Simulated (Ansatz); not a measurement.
Gas-phase reaction in SMILES: [CH3][Ge]([CH3])([Br])[Br] + 4 [H][H] (H2) → 2 Br (HBr) + 2 C (CH4) + [GeH4] (GeH4)
Structures are relaxed separately at B3LYP-D3(BJ)/def2-TZVP in Ansatz (a program for electronic structure).
Geometry of the first species:
```
Ge
C 1 1.9496
H 2 1.0877 1 109.33
H 2 1.0896 3 109.53 1 -119.73
H 2 1.0896 3 109.53 4 -120.54
C 1 1.9496 2 117.01 3 180.00
H 6 1.0877 1 109.33 2 180.00
H 6 1.0896 7 109.53 1 -119.73
H 6 1.0896 7 109.53 8 -120.54
Br 1 2.3364 2 107.95 3 58.09
Br 1 2.3364 2 107.95 3 -58.09
```

Property: energy of full hydrogenation (electronic energy difference), in eV. Valence correlation only, unless marked. Spin-orbit coupling is left out. The frozen core is the preceding noble-gas configuration, with the filled d and f shells of earlier blocks. Non-relativistic. Basis-set limits of correlation are two-point, X^-3; Hartree-Fock from the larger set.

```csv
level,program,energy of full hydrogenation (eV)
HF/STO-3G,Ansatz,0.87
PBE-D4/def2-TZVPD,Ansatz + dftd4,0.86
CAM-B3LYP-D4/def2-TZVPD,Ansatz + dftd4,0.54
LC-wPBE/def2-TZVPD,Ansatz,0.45
B2GP-PLYP-D3(BJ)/def2-TZVPD,Ansatz + dftd3,1.04
B2GP-PLYP/def2-TZVPD,Ansatz,0.78
B2PLYP-D4/def2-TZVPD,Ansatz + dftd4,0.87
```

**Question.** Estimate the value at CCSD(T)/CBS(cc-pVTZ,cc-pVQZ) as computed with Ansatz.

**Answer.** 0.91 eV
